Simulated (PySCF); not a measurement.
A PySCF script (with the pyscf-properties extension) for the NMR shieldings of SMILES [NH2+]([BH3-])CC1CC1, C₄H₁₂BN, on a GFN2-xTB geometry:

```python
import basis_set_exchange as bse
import numpy as np
from pyscf import gto, dft
from pyscf.prop import nmr

atoms = """
B     2.729607   -0.250827   -0.028939
N     1.245434    0.416739    0.210278
C     0.139560   -0.541410    0.198322
C    -1.200546    0.135682    0.358365
C    -1.822508    0.810856   -0.829997
C    -2.417425   -0.452714   -0.289443
H     2.886470   -1.035203    0.854258
H     3.493277    0.664140    0.022563
H     2.692645   -0.762372   -1.104958
H     1.285285    0.903137    1.100905
H     1.114917    1.107748   -0.523069
H     0.313432   -1.261029    1.001922
H     0.184290   -1.082445   -0.748960
H    -1.341514    0.611677    1.322657
H    -2.356929    1.736765   -0.681139
H    -1.301111    0.759209   -1.774351
H    -3.357831   -0.395029    0.236088
H    -2.295812   -1.358608   -0.862790
"""
names = dict.fromkeys(["B", "N", "C", "H"], "pcSseg-1")
basis = {el: gto.basis.parse(bse.get_basis(n, elements=[el], fmt="nwchem")) for el, n in names.items()}
mol = gto.M(atom=atoms, basis=basis, charge=0, verbose=0)
mf = dft.RKS(mol, xc="PBE0")
mf.grids.level = 2
mf.grids.alignment = dft.numint.BLKSIZE   # the property module wants whole blocks of grid points
mf.conv_tol = 1e-9
mf.kernel()

calc = nmr.RKS(mf)   # GIAO
C = mf.mo_coeff
Co = C[:, mf.mo_occ > 0]
resp = mf.gen_response(singlet=True, hermi=2)
def vind(x):   # induced exchange potential for any number of trial vectors
    d = np.einsum("pi,xij,qj->xpq", C, 2 * x.reshape(-1, C.shape[1], Co.shape[1]), Co, optimize=True)
    return np.einsum("xpq,pi,qj->xij", resp(d - d.transpose(0, 2, 1)), C, Co, optimize=True).ravel()
mo1, _ = nmr.rhf.solve_mo1(calc, with_cphf=vind)
sigma = calc.kernel(mo1)
for i, s in enumerate(sigma):   # ppm
    w = np.linalg.eigvalsh((s + s.T) / 2)
    print("%2d %-2s iso %8.1f  s11 %8.1f  s22 %8.1f  s33 %8.1f" % (i, mol.atom_pure_symbol(i), w.mean(), *w))
```

Task: Give the expected output.

Result: 
```
 0 B  iso    123.9  s11    107.0  s22    108.7  s33    156.1
 1 N  iso    202.8  s11    191.9  s22    197.5  s33    219.0
 2 C  iso    130.3  s11    101.7  s22    129.1  s33    160.1
 3 C  iso    171.6  s11    138.2  s22    160.3  s33    216.1
 4 C  iso    182.2  s11    149.9  s22    177.9  s33    218.6
 5 C  iso    181.2  s11    153.4  s22    176.7  s33    213.5
 6 H  iso     29.8  s11     26.8  s22     27.7  s33     34.8
 7 H  iso     29.6  s11     26.6  s22     27.5  s33     34.8
 8 H  iso     29.9  s11     26.9  s22     27.9  s33     35.0
 9 H  iso     29.0  s11     22.1  s22     27.5  s33     37.3
10 H  iso     28.9  s11     21.4  s22     29.0  s33     36.2
11 H  iso     28.3  s11     22.9  s22     28.9  s33     33.0
12 H  iso     30.0  s11     24.5  s22     31.4  s33     34.2
13 H  iso     31.0  s11     24.3  s22     28.8  s33     39.9
14 H  iso     31.2  s11     25.6  s22     26.5  s33     41.6
15 H  iso     31.7  s11     26.5  s22     28.5  s33     40.0
16 H  iso     31.0  s11     25.2  s22     26.4  s33     41.5
17 H  iso     31.4  s11     25.4  s22     28.6  s33     40.2
```

These numbers come from an equivalent density-fitted implementation of the same equations, which agrees with the script to about 0.01 ppm for H and up to a few tenths of a ppm for heavy atoms, so last digits may differ.

Size and cost of the density-fitted run: 162 basis functions, 34 s wall time on 1 thread of an Arm Neoverse N1, shared host; peak memory 0.74 GiB.
